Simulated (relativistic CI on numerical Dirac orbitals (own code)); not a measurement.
# Level scheme of Sr⁶⁺

Method of calculation: Dirac-Coulomb-Breit CI, separate exchange-only KLI orbitals for each configuration, QED by a radiative potential, unscaled Slater integrals (own radial code, finite nucleus).

Configuration list (outside the closed core [Ar] 3d10): 4s2 4p2, 4s 4p3, 4s2 4p 4d, 4p4, 4s 4p2 4d, 4s2 4p 4f, 4s2 4p 5s, 4s 4p2 4f, 4s2 4p 5p, 4p3 4d, 4s2 4p 5d, 4s 4p 4d2, 4s 4p2 5s, 4s2 4d2, 4s 4d3, 4s 4d2 4f, 4p2 4d2, 4p 4d3, 4p 4d2 4f, 4p 4d2 5s, 4s2 4f2, 4s 4d 4f2, 4s 4f3. Double excitations out of closed p, d and f shells are left out; levels of such configurations are missing from the list, as are those of other unlisted configurations, and high levels can miss mixing partners. These lack a partner that the ground configuration has and come out too high: 4s 4p2 5s, 4s2 4p 5p, 4s2 4p 5d.

The lowest level is 4s2 4p2 3P_0, with 93 % of that term; Hund's rules for 4s2 4p2 give 3P with J = 0, in agreement.

```csv
No.,Configuration,Term,J,E (cm⁻¹),%,Next component (%)
1,4s2 4p2,3P,0,0,93,4 1S
2,4s2 4p2,3P,1,6465,97,2 4s 4p2 4d 3P
3,4s2 4p2,3P,2,12334,85,12 1D
4,4s2 4p2,1D,2,29323,84,12 3P
5,4s2 4p2,1S,0,54262,91,4 3P
6,4s 4p3(4S°),5S°,2,122429,98,1 3P°
7,4s 4p3(2D°),3D°,1,165045,85,9 4s2 4p 4d 3D°
8,4s 4p3(2D°),3D°,2,165227,83,8 4s2 4p 4d 3D°
9,4s 4p3(2D°),3D°,3,167502,90,9 4s2 4p 4d 3D°
10,4s 4p3(2P°),3P°,0,189643,91,8 4s2 4p 4d 3P°
11,4s 4p3(2P°),3P°,1,190361,86,8 4s2 4p 4d 3P°
12,4s 4p3(2P°),3P°,2,191167,77,8 4s2 4p 4d 3P°
13,4s 4p3(2D°),1D°,2,212899,58,33 4s2 4p 4d 1D°
14,4s 4p3(4S°),3S°,1,241293,71,23 1P°
15,4s2 4p 4d,3F°,2,252760,95,1 4p3 4d 3F°
16,4s 4p3(2P°),1P°,1,255398,64,24 3S°
17,4s2 4p 4d,3F°,3,257226,96,1 4p3 4d 3F°
18,4s2 4p 4d,3F°,4,264032,97,2 4p3 4d 3F°
19,4s2 4p 4d,3P°,2,283620,47,22 1D°
20,4s2 4p 4d,3P°,1,288665,53,33 3D°
21,4s2 4p 4d,1D°,2,292220,39,21 3P°
22,4s2 4p 4d,3P°,0,293353,89,8 4s 4p3 3P°
23,4s2 4p 4d,3D°,1,296531,52,35 3P°
24,4s2 4p 4d,3D°,3,298397,86,8 4s 4p3 3D°
25,4s2 4p 4d,3D°,2,298487,66,20 3P°
26,4s2 4p 4d,1F°,3,323236,94,2 3D°
27,4s2 4p 4d,1P°,1,331051,85,8 4s 4p3 1P°
28,4p4,3P,2,349206,56,29 4s 4p2 4d 3P
29,4p4,3P,1,358036,62,36 4s 4p2 4d 3P
30,4p4,3P,0,359546,60,34 4s 4p2 4d 3P
31,4p4,1D,2,364253,58,26 4s 4p2 4d 1D
32,4s 4p2(3P)<4P> 4d,5F,1,372733,97,2 5D
33,4s 4p2(3P)<4P> 4d,5F,2,374169,93,6 5D
34,4s 4p2(3P)<4P> 4d,5F,3,376513,90,9 5D
35,4s 4p2(3P)<4P> 4d,5F,4,380000,91,8 5D
36,4s 4p2(3P)<4P> 4d,5D,0,384599,98,1 4p4 3P
37,4s 4p2(3P)<4P> 4d,5F,5,384635,98,1 3G
38,4s 4p2(3P)<4P> 4d,5D,1,385079,96,2 5F
39,4s 4p2(3P)<4P> 4d,5D,2,385929,91,6 5F
40,4s2 4p 5s,3P°,0,386263,100,
41,4s 4p2(3P)<4P> 4d,5D,3,387190,85,9 5F
42,4s2 4p 5s,3P°,1,387795,83,17 1P°
43,4s 4p2(3P)<4P> 4d,5D,4,389242,85,8 5F
44,4s2 4p 5s,3P°,2,399242,100,
45,4s 4p2(1D)<2D> 4d,3F,2,400882,93,5 4s2 4d2 3F
```

Energies count from the lowest computed level; ° marks odd parity. Percentages are summed over parent terms; the parents shown are those of the largest component, closed shells are left out there, and <> holds an intermediate term.

The mean weight of the leading LS term, summed over parents, in these 45 levels is 82 %, and that of the leading jj configuration (from the same eigenvectors) 63 %, so LS coupling describes them better.

At this charge configurations can still be misplaced by up to about 7 % of their energy. 13 of the 13 excited levels that our extract of the measured tables holds in this range could be paired (the sources list more); they are missed by 2403 cm⁻¹ on average and 8423 at most, and levels without a partner can miss by more.

Landé's interval rule says that E(J) − E(J−1) = AJ with one A. For the ground term the intervals give A = 6465.3, 2934.3 cm⁻¹ for J = 1, 2; the multiplet is regular.

LS names give the leading component of a level, which can be under half, so a name can repeat, a term be missing and a line seem to break the LS rules.
